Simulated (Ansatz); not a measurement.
A series at B: from `BrB(Br)Br`, ligands are replaced one by one, each step taking up CH₃OH and setting free HBr; n counts the steps. Ansatz, PBE0-D4/def2-TZVP geometries. Each molecule was computed in one conformer, which needn't be the lowest.

CBS adds triple-zeta CCSD(T) − MP2 to the MP2 limit, frozen cores; atoms without spin–orbit coupling. Outer-core shells of Br are correlated without core-valence functions. Scalar relativity is left out up to krypton. Spin–orbit coupling is left out.

```csv
n,molecule,"atomization energy, CCSD(T)/CBS (kJ/mol)"
0,`BrB(Br)Br`,1177.2
1,`COB(Br)Br`,?
2,`COB(Br)OC`,4806.2
3,`COB(OC)OC`,6601.3
```

Question: By hand: fit a straight line y = ȳ + b (n − n̄) to the 3 given rows and predict n = 1.

Answer: n̄ = 1.667, ȳ = 4194.90; Σ(n − n̄)(y − ȳ) = 8441.80, Σ(n − n̄)² = 4.667, so b = 1808.83 kJ/mol a step. Prediction: 4194.90 + (1808.83) × (-0.667) = 2988.4 kJ/mol.

Question: By hand: compare with the computed value, 2997.7 kJ/mol, and give the steps along the whole series.

Answer: The line misses by 9.3 kJ/mol (computed minus predicted). Steps: 1820.5, 1808.5, 1795.1 kJ/mol.

The steps differ by up to 25.4 kJ/mol, small against a whole step but well beyond the method's doubt, so the ligands' effects don't simply add. The miss is 0.2 % of the series' range. The energies themselves are unsure by some kJ/mol a bond, though much of that is common to the series.
